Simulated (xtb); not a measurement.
GeI, charge +2, doublet, geometry from GFN2-xTB of the parent state (a state made from the parent by changing its charge; the spin is typed, not shown lowest); GFN2-xTB (xtb).

Here is a job for xtb.
```
$ xtb mol.xyz --gfn 2 --chrg 2 --uhf 1 --json

# file mol.xyz
2

Ge    -0.00000000    -0.00000000    -1.58877700
I      0.00000000     0.00000000     0.95926159
```

Task: What does xtb print? Leave out banner, timings and long lists.

Result: 
```
   ID    Z sym.   atoms
    1   32 Ge     1
    2   53 I      2

           -------------------------------------------------
          |                Calculation Setup                |
           -------------------------------------------------

           -------------------------------------------------
          |                 G F N 2 - x T B                 |
           -------------------------------------------------

          ...................................................
          :                      SETUP                      :
          :.................................................:
          :  # basis functions                  20          :
          :  # atomic orbitals                  18          :
          :  # shells                            6          :
          :  # electrons                         9          :
          :  max. iterations                   250          :
          :  Hamiltonian                  GFN2-xTB          :
          :  restarted?                      false          :
          :  GBSA solvation                  false          :
          :  PC potential                    false          :
          :  electronic temp.          300.0000000     K    :
          :  accuracy                    1.0000000          :
          :  -> integral cutoff          0.2500000E+02      :
          :  -> integral neglect         0.1000000E-07      :
          :  -> SCF convergence          0.1000000E-05 Eh   :
          :  -> wf. convergence          0.1000000E-03 e    :
          :  Broyden damping             0.4000000          :
          :  net charge                          2          :
          :  unpaired electrons                  1          :
          ...................................................

 iter      E             dE          RMSdq      gap      omega  full diag
   1     -4.4632924 -0.446329E+01  0.433E+01    3.42       0.0  T
   2     -4.4575453  0.574709E-02  0.220E+01    4.35       1.0  T
   3     -4.3961700  0.613752E-01  0.308E+01    2.82       1.0  T
   4     -4.4500568 -0.538868E-01  0.230E+01    5.10       1.0  T
   5     -4.4740140 -0.239571E-01  0.792E+00    4.14       1.0  T
   6     -4.4714427  0.257125E-02  0.412E+00    3.90       1.0  T
   7     -4.4702233  0.121939E-02  0.182E+01    4.19       1.0  T
   8     -4.4731476 -0.292424E-02  0.108E+01    4.21       1.0  T
   9     -4.4746553 -0.150771E-02  0.113E+00    4.18       1.0  T
  10     -4.4746650 -0.973856E-05  0.302E-01    4.19       1.0  T
  11     -4.4746663 -0.131023E-05  0.655E-02    4.19       1.1  T
  12     -4.4746664 -0.363949E-07  0.241E-02    4.19       2.9  T
  13     -4.4746664 -0.247009E-07  0.185E-02    4.19       3.8  T
  14     -4.4746664 -0.341092E-08  0.355E-03    4.19      19.9  T
  15     -4.4746664 -0.371148E-09  0.830E-05    4.19     851.5  T
  16     -4.4746664  0.128786E-12  0.143E-04    4.19     496.0  T

   *** convergence criteria satisfied after 16 iterations ***

         :::::::::::::::::::::::::::::::::::::::::::::::::::::
         ::                     SUMMARY                     ::
         :::::::::::::::::::::::::::::::::::::::::::::::::::::
         :: total energy              -4.470453217943 Eh    ::
         :: gradient norm              0.045368296408 Eh/a0 ::
         :: HOMO-LUMO gap              4.191772185541 eV    ::
         ::.................................................::
         :: SCC energy                -4.474666390333 Eh    ::
         :: -> isotropic ES            0.508582346225 Eh    ::
         :: -> anisotropic ES         -0.006532789053 Eh    ::
         :: -> anisotropic XC         -0.009197703215 Eh    ::
         :: -> dispersion             -0.000963223482 Eh    ::
         :: repulsion energy           0.004213172390 Eh    ::
         :: add. restraining           0.000000000000 Eh    ::
         :: total charge               2.000000000000 e     ::
         :::::::::::::::::::::::::::::::::::::::::::::::::::::

           -------------------------------------------------
          |                Property Printout                |
           -------------------------------------------------

    * Orbital Energies and Occupations

         #    Occupation            Energy/Eh            Energy/eV
      -------------------------------------------------------------
         1        2.0000           -1.3684880             -37.2385
         2        2.0000           -1.3051528             -35.5150
         3        1.9028           -1.0351202             -28.1671
         4        1.5486           -1.0331881             -28.1145
         5        1.5486           -1.0331881             -28.1145 (HOMO)
         6                         -0.8791433             -23.9227 (LUMO)
         7                         -0.8791433             -23.9227
         8                         -0.8104336             -22.0530
         9                         -0.7246887             -19.7198
        10                         -0.7246887             -19.7198
        11                         -0.6607497             -17.9799
        12                         -0.6607497             -17.9799
        13                         -0.6022068             -16.3869
        14                         -0.6022068             -16.3869
        15                         -0.5586082             -15.2005
        16                         -0.4690567             -12.7637
       ...                                ...                  ...
        18                          0.3008829               8.1874
      -------------------------------------------------------------
                  HL-Gap            0.1540448 Eh            4.1918 eV
             Fermi-level           -0.9945843 Eh          -27.0640 eV

     #   Z          covCN         q      C6AA      α(0)
     1  32 Ge       0.876     1.061   254.527    34.125
     2  53 I        0.876     0.939   310.274    30.408

 Mol. C6AA /au·bohr⁶  :       1115.635215
 Mol. C8AA /au·bohr⁸  :     102604.641550
 Mol. α(0) /au        :         64.532620

Wiberg/Mayer (AO) data.
largest (>0.10) Wiberg bond orders for each atom

 ---------------------------------------------------------------------------
     #   Z sym  total        # sym  WBO       # sym  WBO       # sym  WBO
 ---------------------------------------------------------------------------
     1  32 Ge   1.304 --     2 I    1.304
     2  53 I    1.304 --     1 Ge   1.304
 ---------------------------------------------------------------------------

Topologies differ in total number of bonds
Writing topology from bond orders to xtbtopo.mol

molecular dipole:
                 x           y           z       tot (Debye)
 q only:        0.000       0.000      -1.481
   full:       -0.000      -0.000      -3.854       9.797
molecular quadrupole (traceless):
                xx          xy          yy          xz          yz          zz
 q only:       -6.324       0.000      -6.324       0.000       0.000      12.647
  q+dip:       -7.444       0.000      -7.444       0.000       0.000      14.888
   full:       -5.135      -0.000      -5.135       0.000       0.000      10.269

           -------------------------------------------------
          | TOTAL ENERGY               -4.470453217943 Eh   |
          | GRADIENT NORM               0.045368296408 Eh/α |
          | HOMO-LUMO GAP               4.191772185541 eV   |
           -------------------------------------------------

normal termination of xtb
```
